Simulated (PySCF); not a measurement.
C4H10Cd, SMILES C[CH2][Cd][CH2]C. Heavy atoms are numbered as in [Cd:1]([CH2:2][CH3:3])[CH2:9][CH3:10]. Hydrogens are named by the atom that carries them.

The structure is a stationary point at PBE0-D3(BJ)/def2-SVP. The isomer is the one that the SMILES or the coordinates give; other isomers of the formula were not compared. The def2 effective core potentials stand for the cores of Cd; spin–orbit coupling is left out. The values are those of a single conformer.

Computed with r2SCAN/def2-TZVP (PySCF).

ESP charges are fitted to the potential on shells at 1.4 to 2.0 van der Waals radii. Atomic charges (e), one atom of each kind:

```
atom      Löwdin  ESP fit  Mulliken
--------  ------  -------  --------
Cd1         0.78     0.29      0.57
C2 (CH2)   -0.58      ___     -0.45
C3 (CH3)   -0.37    -0.11     -0.32
H on C2     0.11      ___      0.10
H on C3     0.11      ___      0.10
```

Question: Some entries are withheld; supply them. (The exact figures need the calculation; the answer reports its results.)

Answer: 
- C2 (CH2), ESP fit: -0.08
- H on C2, ESP fit: -0.01
- H on C3, ESP fit: 0.02
